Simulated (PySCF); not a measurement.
Ammonia borane, SMILES [BH3-][NH3+], singlet (CAM-B3LYP/def2-SVP optimised geometry):

```
8

B     -0.369    -0.193     0.000
N     -0.801    -0.850     1.442
H      0.853    -0.193     0.000
H     -0.853     0.929     0.000
H     -0.853    -0.929    -0.847
H     -0.439    -1.801     1.535
H     -1.818    -0.892     1.536
H     -0.437    -0.298     2.220
```

Level of theory: CAM-B3LYP/def2-TZVP (PySCF).

Task: What are the frontier orbital energies and the dipole moment?

Result: HOMO-2 -11.57 eV, HOMO-1 -9.26 eV, HOMO -9.26 eV, LUMO 0.69 eV, LUMO+1 2.60 eV; dipole moment 5.49 D.

On the same geometry PBE/def2-TZVP run with PySCF 2.14.0 gives HOMO-2 -8.51 eV, HOMO-1 -6.40 eV, HOMO -6.40 eV, LUMO -0.89 eV, LUMO+1 1.00 eV; dipole moment 5.44 D.

Meta-Löwdin charges at CAM-B3LYP/def2-TZVP: B1 -0.39, N2 -0.30, H3 -0.03, H4 -0.03, H5 -0.03, H6 0.26, H7 0.26, H8 0.26.
